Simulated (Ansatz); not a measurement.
Se3. Total charge 0; triplet. Geometry PBE0-D4/def2-TZVPD, that of the charge -1 doublet; atoms count from 1.

```csv
atom,x (Å),y (Å),z (Å)
Se1,-0.6140,-1.8147,0.3577
Se2,-0.1973,1.8805,-0.4724
Se3,0.8112,-0.0657,0.1146
```

At PBE0-D4/def2-TZVPD a singlet of charge 0 lies 0.39 eV below the triplet at the same geometry. The structure comes from a short search, and lower isomers may exist.

Estimate the Mulliken populations from the PBE0/def2-TZVPD orbitals of Ansatz.


| atom | charge (e) | spin (α − β) |
| --- | --- | --- |
| Se1 | -0.08 | 0.88 |
| Se2 | -0.08 | 0.88 |
| Se3 | 0.16 | 0.23 |
Mulliken values depend strongly on the basis. With diffuse functions, as here, like atoms can get unlike values, and bond orders can come out too low or too high.

Where does the spin sit?

Summed by element: Se 2.00, of 2 unpaired in all. Largest on single atoms: Se2 0.88, Se1 0.88, Se3 0.23.

And the Mayer bond orders between heavy atoms (over 0.3)?

Se1–Se3 1.12 (2.27 Å); Se2–Se3 1.12 (2.27 Å).
